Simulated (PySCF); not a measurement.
**Iron: a sound run and one with changed settings**

Sound run: Fe [Ar] 3d6 4s2, Fe⁺ [Ar] 3d6 4s1. Computed with PySCF 2.14 in jorge-DZP-DKH (8s6p2d1f, 43 functions), with the spin-free X2C one-electron Hamiltonian (Gaussian nucleus). In the sound run the correlated levels freeze [Ar]. The sound run starts from symmetry-adapted Hartree-Fock orbitals and uses a fine grid where one is needed.

A second run was set up differently.

```json
{"species": "Fe", "method": "MP2", "sound run (hartree)": "-1271.40839", "changed run (hartree)": "-1271.77481", "converged": "yes"}
{"species": "Fe⁺", "method": "MP2", "sound run (hartree)": "-1271.14824", "changed run (hartree)": "-1271.51175", "converged": "yes"}
```

Ionisation energy of Fe:

```json
{"method": "UHF", "sound run (eV)": "6.342", "changed run (eV)": "6.342"}
{"method": "MP2", "sound run (eV)": "7.079", "changed run (eV)": "7.158"}
{"method": "SCS-MP2", "sound run (eV)": "7.206", "changed run (eV)": "7.212"}
```

(1) What was changed?
A. level shift left on
B. a valence shell is frozen
C. all electrons correlated in a valence basis
D. minimal basis

Answers

(1) C. A valence basis has no tight correlating functions, so it recovers only part of the core correlation, and not evenly between atom and ion.
